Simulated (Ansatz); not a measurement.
Computed with Ansatz.

A structure relaxed at PBE0-D4/def2-TZVP, charge 0, multiplicity 1:

Cartesian coordinates in Å:
```
C -1.025 -1.566 0.083
In 0.776 -0.403 0.184
C 0.511 1.758 0.162
Br 0.482 1.915 -1.809
H -0.835 -2.566 -0.305
H -1.458 -1.657 1.082
H -1.749 -1.061 -0.558
H 2.402 -0.966 0.165
H 1.335 2.384 0.494
H -0.439 2.162 0.502
```

Q: Give its formula and SMILES.

A: C2H6BrIn, `[CH3][InH][CH2]Br`.

Q: Summarise the bond lengths by kind.

A: 2 × C–In 2.146 to 2.177 Å; 5 × C–H 1.087 to 1.092 Å; 1 × H–In 1.721 Å; 1 × Br–C 1.978 Å.
